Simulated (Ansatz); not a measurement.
`[NH]1[SiH2][SiH2][GaH]1`: the same geometry under several functionals.

```yaml
crystal:
  periodic: [false, false, false]
  atoms:
    - {symbol: N, position_ang: [-0.218089, 0.803883, -1.131416]}
    - {symbol: Si, position_ang: [-0.669335, 0.944365, 0.542488]}
    - {symbol: Si, position_ang: [0.400947, -1.087886, 1.044322]}
    - {symbol: Ga, position_ang: [0.745046, -0.775690, -1.319800]}
    - {symbol: H, position_ang: [-0.456077, 1.481665, -1.841131]}
    - {symbol: H, position_ang: [-2.145268, 0.976826, 0.765115]}
    - {symbol: H, position_ang: [-0.112981, 2.156302, 1.213827]}
    - {symbol: H, position_ang: [-0.465445, -2.218214, 1.476396]}
    - {symbol: H, position_ang: [1.590981, -1.023826, 1.935755]}
    - {symbol: H, position_ang: [1.330212, -1.257425, -2.685546]}
basis:
  gaussian: {orbitals: def2-TZVPP}
hamiltonian: {xc: {name: LC-wPBE}}
output: {orbitals: {seedname: orbitals}}
```

```sh
$ ansatz run in.yaml --threads 4 --pin off --events-out ev --progress --plain --max-ram 10444MiB
```

Shortened log:

```
Functional definition: LC-wPBE
  name "LC-wPBE"
  cite "Vydrov & Scuseria, J. Chem. Phys. 125, 234109 (2006) doi:10.1063/1.2409292"
  cite "Heyd & Scuseria, J. Chem. Phys. 120, 7274 (2004) doi:10.1063/1.1668634"
  cite "Ernzerhof & Perdew, J. Chem. Phys. 109, 3313 (1998) doi:10.1063/1.476928"
  cite "Perdew, Burke & Ernzerhof, Phys. Rev. Lett. 77, 3865 (1996) doi:10.1103/PhysRevLett.77.3865"
  parent pbe
  parameter omega = 0.4/bohr
  exchange = pbe_x_sr(omega) + exact_x_lr(omega)
  correlation = pbe_c
1453 factors; their error is unknown
480 factors; integrals over basis functions are off by at most 2.5e-5 eV
mean field evaluation 1: about -69703.6050 eV, gradient 6.1e1 eV
mean field evaluation 2: about -69699.8796 eV, gradient 7.4e1 eV
mean field evaluation 4: about -69710.2102 eV, gradient 9.5e-1 eV
mean field evaluation 8: about -69710.2133 eV, gradient 6.0e-2 eV
mean field evaluation 16: about -69710.1690 eV, gradient 4.5e-5 eV
mean field -69710.16897345 eV, -2561.8014585247 hartree, gradient 4.5e-5 eV, S^2 0.000000; 0 other end points of the search recorded, 0 dependent functions left out
reference -69710.16897346 eV, -2561.8014585251 hartree; 36, 36 occupied and 211, 211 virtual orbitals, 1453 factors
Total energy: -69710.16897346 eV, -2561.8014585251 hartree
```

It took 5.5 s on 4 threads of an Arm Neoverse V1 on a shared host, with 0.54 GiB of host memory at the peak.

The same input with `hamiltonian: {xc: {name: revPBE}, dispersion: d4}` (abridged; 2.6 s):

```
Functional definition: revPBE
mean field evaluation 16: about -69715.2870 eV, gradient 2.1e-4 eV
mean field -69715.28702488 eV, -2561.9895434456 hartree, gradient 6.1e-5 eV, S^2 0.000000
Total energy: -69716.01093959 eV, -2562.0161468206 hartree
```

With the line `hamiltonian: {xc: {name: B97M-V}}` (abridged; 11 s):

```
Functional definition: B97M-V
mean field evaluation 16: about -69708.7198 eV, gradient 1.5e-4 eV
mean field -69708.71976565 eV, -2561.7482011203 hartree, gradient 2.0e-5 eV, S^2 0.000000
Total energy: -69708.71983982 eV, -2561.7482038460 hartree
```

With the line `hamiltonian: {xc: {name: BHLYP}, dispersion: d4}` (abridged; 4.6 s):

```
Functional definition: BHLYP
mean field evaluation 16: about -69721.2117 eV, gradient 7.0e-5 eV
mean field -69721.21173694 eV, -2562.2072725980 hartree, gradient 7.0e-5 eV, S^2 0.000000
Total energy: -69721.62949464 eV, -2562.2226249103 hartree
```

The same input with `hamiltonian: {xc: {name: PBE-QIDH}}` (abridged; 8 s):

```
Functional definition: PBE-QIDH
mean field evaluation 16: about -69686.4901 eV, gradient 2.0e-4 eV
mean field -69686.49012471 eV, -2560.9312768836 hartree, gradient 2.2e-6 eV, S^2 0.000000
20 core orbitals not correlated: weight in the atoms' cores, before any rotation towards them, 1.000 or more for the frozen orbitals, at most 0.000 for the correlated occupied ones
second order -21.24373195 eV of doubles, -0.00000000 eV of singles
Total energy: -69693.57138358 eV, -2561.1915083472 hartree
```

Changing it to `hamiltonian: {xc: hse06, dispersion: d4}` (abridged; 4.5 s):

```
Functional definition: HSE06
mean field evaluation 16: about -69707.1387 eV, gradient 6.6e-5 eV
mean field -69707.13872057 eV, -2561.6900987854 hartree, gradient 7.4e-5 eV, S^2 0.000000
Total energy: -69707.36787081 eV, -2561.6985199014 hartree
```

HSE06 is the plane-wave form, built on full-range PBE exchange.
